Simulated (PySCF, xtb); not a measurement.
Si(H)(F)(Br)(NH2) (BrFH3NSi), SMILES N[SiH](F)Br.

GFN2-xTB (xtb) at its own geometry gives an orbital gap of 6.47 eV and a dipole moment of 5.95 D.

Geometry optimised at PBE0-D3(BJ)/def2-SVP. This is a generated structure with no PubChem entry under its InChIKey; it may be hypothetical. One conformer was computed; it need not be the lowest.

What does M06-2X/def2-TZVP (PySCF) give? (Estimate from the structure and the level; the computed values follow.)

gap 10.79 eV (levels -9.62 and 1.17 eV), dipole 2.57 D.
